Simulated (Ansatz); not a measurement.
Relaxation of Cl4H3O2Ta (10 atoms, charge 0, multiplicity 1), to a largest force component of 0.03 eV/Å in at most 50 steps.

Theory: RHF/def2-SVP in Ansatz 0.2.0.

```xyz
10
Properties=species:S:1:pos:R:3
Ta -0.105 0.098 -0.005
O 1.858 0.149 -0.158
H 2.402 0.110 0.619
O 0.123 -0.442 1.775
H -0.102 -1.006 2.498
Cl -0.133 0.235 -2.357
Cl -0.954 2.185 0.431
Cl -1.840 -1.480 -0.146
Cl 1.744 -2.962 -0.849
H 2.347 -1.806 -1.073
```

Task: Where does it end, and by what steps?

Result: The forces met the threshold. The force dipped under the threshold on the way, but the program's further checks kept it going. After 47 steps the energy has fallen by 0.247 eV; Cl9 moved furthest, 1.98 Å.

| step | energy less start (eV) | largest force component (eV/Å) | accepted |
| --- | --- | --- | --- |
| 0 | 0.0000 | 1.534 | yes |
| 2 | -0.1107 | 1.027 | yes |
| 4 | -0.1419 | 0.509 | yes |
| 6 | -0.1819 | 0.291 | yes |
| 8 | -0.2048 | 0.085 | yes |
| 10 | -0.2074 | 0.123 | yes |
| 12 | -0.1982 | 0.707 | no |
| 14 | -0.2128 | 0.228 | yes |
| 16 | -0.2165 | 0.175 | yes |
| 18 | -0.2169 | 0.553 | no |
| 20 | -0.2245 | 0.327 | yes |
| 22 | -0.2283 | 0.072 | yes |
| 24 | -0.2302 | 0.278 | yes |
| 26 | -0.2334 | 0.080 | yes |
| 28 | -0.2344 | 0.081 | yes |
| 30 | -0.2363 | 0.084 | yes |
| 32 | -0.2377 | 0.191 | yes |
| 34 | -0.2389 | 0.142 | yes |
| 36 | -0.2392 | 0.213 | yes |
| 38 | -0.2428 | 0.091 | yes |
| 40 | -0.2453 | 0.022 | yes |
| 42 | -0.2458 | 0.053 | yes |
| 44 | -0.2463 | 0.091 | yes |
| 46 | -0.2467 | 0.015 | yes |
| 47 | -0.2469 | 0.022 | yes |

```xyz
10
Properties=species:S:1:pos:R:3
Ta -0.434 0.303 0.084
O 1.173 -0.380 -0.500
H 1.925 -0.912 -0.265
O -0.259 -0.310 1.838
H -0.444 -0.493 2.745
Cl -0.978 1.210 -2.048
Cl -0.386 2.501 0.911
Cl -2.298 -1.112 -0.146
Cl 3.644 -2.714 -0.335
H 3.396 -3.012 -1.550
```

Whether the end is a true minimum wasn't checked by a vibrational analysis.

The run took 100 s on 4 threads of Arm Neoverse V2 (shared host), peak memory 0.47 GiB.
